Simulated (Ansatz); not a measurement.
Species: CLiN, net charge 0, singlet state. 
Structure (B3LYP-D3(BJ)/def2-TZVP (Ansatz, a program for electronic structure) minimum search):
```
C
N 1 1.1597
Li 1 1.9056 2 180.00
```
Charge 0, spin multiplicity 1.

Parts of the frozen-core correlation energy in def2-SVP (Ansatz, hartree). Frozen orbitals: 3; correlated occupied orbitals by spin: 5 and 5; virtual: 29 and 29. Spin-orbit coupling is left out. Non-relativistic.

```tsv
term	value
reference (HF)	-99.69577
MP2 opposite-spin	-0.20594
MP2 same-spin	?
CCSD correlation	?
(T)	?
CCSDT minus CCSD(T)	-0.00018
CCSDT(Q) minus CCSD(T)	-0.00162
T1 diagnostic	0.016
largest doubles amplitude	0.088
```

What belongs in the gaps?


- MP2 same-spin, value: -0.07438
- CCSD correlation, value: -0.28558
- (T), value: -0.01207
